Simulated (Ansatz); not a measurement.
C₂H₇ClSn (`[CH3][SnH]([CH3])[Cl]`). Charge 0, multiplicity 1. Sn takes the def2 core potential.

Z-matrix (Å, degrees):
```
C
Sn 1 2.130
H 1 1.090 2 109.3
H 1 1.091 2 110.2 3 -120.2
H 1 1.090 2 109.5 3 119.6
C 2 2.130 1 114.2 3 54.5
Cl 2 2.351 1 105.2 3 -60.4
H 2 1.710 1 113.0 3 -174.6
H 6 1.091 2 110.2 1 66.1
H 6 1.090 2 109.3 1 -54.1
H 6 1.090 2 109.5 1 -173.7
```

**Question.** What are the harmonic wavenumbers in cm⁻¹ at PBE0-D4/def2-TZVP (Ansatz, finite differences of forces, unscaled)? (An estimate is asked.)

**Answer.** The calculation gave: 77, 80, 124, 128, 139, 357, 519, 532, 555, 558, 729, 777, 787, 801, 1225, 1230, 1445, 1449, 1450, 1456, 1935, 3068, 3068, 3163, 3164, 3173, 3173.

**Question.** Is this a minimum?

**Answer.** Yes, all 27 modes are real.

**Question.** Give the ideal-gas thermochemistry at 298.15 K and 1 bar (rigid rotor, harmonic oscillator; point group Cs, symmetry number 1).

**Answer.** Zero-point energy 210.3 kJ/mol; H(298) − E = 233.7 kJ/mol; entropy 377.2 J/(mol·K), of which translation 174.0, rotation 114.9, vibration 88.4; G(298) − E = 121.2 kJ/mol. Modes under 100 cm⁻¹ are hindered rotations or soft bends, so the harmonic entropy is rough.
